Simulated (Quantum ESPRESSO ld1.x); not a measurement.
The numbers below are computed, except where a source is named.
Species: Sm II. Configuration: [Xe] 4f6 6s1. Code: ld1.x of Quantum ESPRESSO 7.5. Model: scalar-relativistic Kohn-Sham, BLYP, spin-unpolarised, spherical densities, point nucleus. Some entries of the table are withheld. Estimate them.

orbital,occ.,eigenvalue (hartree),<r> (bohr),<1/r> (bohr^-1)
1s,2,-1715.90,0.02274,68.83
2s,2,-280.578,0.09700,15.93
2p,6,-250.310,0.08546,14.95
3s,2,-61.6333,(1),5.829
3p,6,-52.1738,0.2533,(2)
3d,10,-39.3684,0.2310,5.215
4s,2,-12.4143,0.5791,2.448
4p,6,-9.30621,0.6133,2.252
4d,10,-4.94797,0.6708,(3)
5s,2,-1.80931,1.409,0.9394
5p,6,(4),1.659,0.7869
6s,1,-0.31066,3.890,0.3231
4f,6,-0.30810,(5),1.358

Answer. 
(1) 3s <r> (bohr): 0.2550
(2) 3p <1/r> (bohr^-1): 5.494
(3) 4d <1/r> (bohr^-1): 1.975
(4) 5p eigenvalue (hartree): -1.07163
(5) 4f <r> (bohr): 1.009
